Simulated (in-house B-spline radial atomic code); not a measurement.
## Ru6+: [Kr] 4d2

Computed with a B-spline radial code for spherical atoms: Dirac-Kohn-Sham RPBE, spherical fractional occupations, Fermi nucleus of rms radius 4.4809 fm.

Z_r = [3n² - l(l+1)]/(2<r>); Z_e = n√(-2ε); the last column is Slater's effective charge. Values are occupation-weighted means over j. An effective charge above Z reflects the relativistic contraction of the inner shells.

```
shell  electrons   ε (eV)  <r> (bohr)    Z_r    Z_e  Slater
   1s          2   -22018     0.03343  44.87  40.23   43.70
   2s          2  -3244.7      0.1453  41.30  30.89   39.85
   2p          6  -2917.4      0.1268  39.43  29.29   39.85
   3s          2  -646.44       0.402  33.58  20.68   32.75
   3p          6  -538.59      0.4022  31.08  18.88   32.75
   3d         10  -364.29      0.3832  27.40  15.52   22.85
   4s          2  -162.47      0.9858  24.35  13.82   16.25
   4p          6  -131.06       1.063  21.63  12.41   16.25
   4d          2  -84.117       1.263  16.63   9.95    7.65
```

The least bound orbital is 4d5/2 at -83.9 eV, and it is also the most diffuse (<r> = 1.266 bohr).

Spin-orbit splittings of the orbital energies (j = l + 1/2 above j = l - 1/2 when positive): 2p 130.9 eV, 3p 22.27 eV, 3d 4.348 eV, 4p 3.812 eV, 4d 0.5489 eV.

For the 1s electron the small component carries 2.58 % of the norm, the zero-frequency Breit interaction raises the level by 44.98 eV, self-energy by 24.81 eV, and vacuum polarisation lowers it by 2.964 eV.
